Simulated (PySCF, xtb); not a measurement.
AlClH3N, SMILES [AlH]([NH2])[Cl].

GFN2-xTB (xtb 6.7.1) at its own geometry gives an orbital gap of 4.68 eV and a dipole moment of 2.11 D.

The structure is a stationary point at PBE0-D3(BJ)/def2-TZVP. Other conformers were not sampled.

Problem. What does PBE/def2-TZVPD (PySCF) give? (Estimate from the structure and the level; the computed values follow.)

Solution. gap 5.16 eV (levels -6.49 and -1.33 eV), dipole 2.14 D.
